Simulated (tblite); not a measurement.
Species: C5H7NOSi.
Geometry (GFN2-xTB, Å), atoms numbered from 1 in this order:
```
atom  x, y, z in Å
N1     3.487   -0.380    0.362
C2     2.399   -0.319    0.017
C3     1.020   -0.220   -0.399
C4     0.508    1.185   -0.172
C5    -0.780    1.471   -0.025
Si6   -2.049    0.082   -0.035
O7    -1.144   -1.279   -0.073
C8     0.188   -1.288    0.338
H9     0.975   -0.440   -1.476
H10    1.274    1.952   -0.156
H11   -1.063    2.503    0.125
H12   -2.841    0.137    1.195
H13   -2.823   -0.002   -1.266
H14    0.254   -1.110    1.419
H15    0.591   -2.284    0.123
```

Method: GFN2-xTB as coded in tblite; computed harmonic values from a numerical Hessian at the method's own geometry, unscaled. This tight-binding method is rough: wavenumbers can miss measured ones by several per cent, in bad cases by 10 to 20. Modes of hydrogen on silicon can be 10 to 20 % off. One conformer, not necessarily the lowest.

Harmonic wavenumbers (cm⁻¹): 50.3, 140.2, 164.5, 224.5, 289.2, 326.7, 423.6, 496.1, 523.2, 552.4, 577.9, 601.7, 684.5, 725.9, 744.6, 774.0, 805.3, 890.0, 935.3, 994.4, 1060.2, 1072.1, 1123.6, 1167.9, 1201.4, 1227.0, 1262.4, 1323.9, 1342.6, 1482.5, 1662.2, 2243.8, 2323.5, 2410.0, 2880.0, 2904.2, 2938.2, 3023.8, 3072.0.

A = 4242, B = 1163, C = 953.1 MHz; mass 125.030 u (most abundant isotopes); point group C1, symmetry number 1.

Task: Zero-point energy?

Result: Half the sum of the wavenumbers: 23323 cm⁻¹ = 279.00 kJ/mol.

Task: What is S at 350 K and 1 bar for an ideal gas of classical rigid rotors and harmonic oscillators?

Result: Translation 172.41, rotation 121.73, vibration 104.07: S = 398.2 J/(mol K).

Task: And Cp and H(350 K) − H(0)?

Result: Cp = 157.27 J/(mol K), of which vibrations give 124.01 (their classical limit is 39 R = 324.3); H(350 K) − H(0) = 32.01 kJ/mol without the zero-point energy, 20.37 from vibrations.

Task: What must be added to the electronic energy to get the Gibbs energy at 350 K and 1 bar?

Result: ZPE + [H(350 K) − H(0)] − T·S = 279.00 + 32.01 − 139.37 = 171.64 kJ/mol.

Task: How do the functions run with temperature in this model?

Result: 
```csv
T (K),S (J/(mol K)),Cp (J/(mol K)),H − H(0) (kJ/mol),G − H(0) (kJ/mol),ln q(vib)
50,236.6,45.2,1.90,-9.93,0.30
100,273.1,62.1,4.58,-22.73,0.97
298.15,374.5,138.5,24.34,-87.32,4.49
373.15,408.5,165.1,35.74,-116.70,5.98
500,462.2,201.6,59.11,-171.98,8.56
750,553.9,250.2,116.10,-299.35,13.58
1000,630.4,280.8,182.74,-447.67,18.27
```

q(vib) and H(0) count from the zero-point level.

Hindered rotation and anharmonicity are outside this model. Other conformers, if any are populated, would add a mixing term that is left out. The structure is chiral; the term R ln 2 for an equal mix with its mirror image is left out.
